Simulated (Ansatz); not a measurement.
A structure relaxed at r2SCAN-D4/def2-SVP in Ansatz, charge 0, singlet:

```xyz
7

As    1.0020    1.5483   -0.9258
As   -0.2822    1.6451    1.2134
As    1.9273   -0.6866   -0.2691
As   -1.6852   -0.3508    1.1805
As    0.6429   -0.5899    1.8700
As    0.2328   -0.4954   -2.0142
Se   -1.8377   -1.0707   -1.0549
```

Question: Give its formula and point group.

Answer: As₆Se. Point group C2v (tolerance 0.1 Å).

Question: Summarise the bond lengths by kind (pairs closer than 1.2 times the sum of covalent radii, bridged metal pairs left out).

Answer: 8 × As–As 2.44 to 2.51 Å; 2 × As–Se 2.35 Å.

The structure comes from a short search, and lower isomers may exist.
